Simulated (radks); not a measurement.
The numbers below are computed, except where a source is named.
Spherical quantum dot in the effective-mass picture: electrons in a hard-walled sphere of radius 4.81, all in effective atomic units (hartree* = m*/eps^2 hartree, bohr* = eps/m* bohr), one dielectric constant everywhere. Level of theory: non-relativistic Kohn-Sham, exchange-only LDA, spin-polarised, spherical densities (a radial shooting solver with Libxc functionals). Levels are named by radial order and angular momentum (1s, 1p, 1d, 2s, ...), and open shells are averaged over m.

N = 20, configuration 1s2 1p6 1d10 1f(up 2, down 0). This is the lowest configuration that the search found. Occupied and some empty levels:

level,occupation,eigenvalue (hartree*),<r> (bohr*)
1s up,1,5.4428,3.312
1s down,1,5.4668,3.299
1p up,3,5.5493,3.416
1p down,3,5.5746,3.409
1d up,5,5.7378,3.511
1d down,5,5.7641,3.507
1f up,2,5.9984,3.593
1f down,0,6.0255,3.591
2s up,0,6.2558,2.149
2s down,0,6.2633,2.147
1g up,0,6.3251,3.664
1g down,0,6.3527,3.662
2p up,0,6.6185,2.519
2p down,0,6.6297,2.516
2d up,0,7.0542,2.752
2d down,0,7.0682,2.749

Energy (hartree*): total 62.4533, kinetic 14.967, external 0, Hartree 53.259, exchange-correlation -5.7721.

Electron density:

r (bohr*),n(r) (e/bohr*^3)
0.261,0.001855
0.619,0.002578
0.978,0.004279
1.34,0.007683
1.70,0.01387
2.05,0.02404
2.41,0.03909
2.77,0.05802
3.13,0.07602
3.49,0.08342
3.85,0.07010
4.21,0.03750
4.57,0.006925
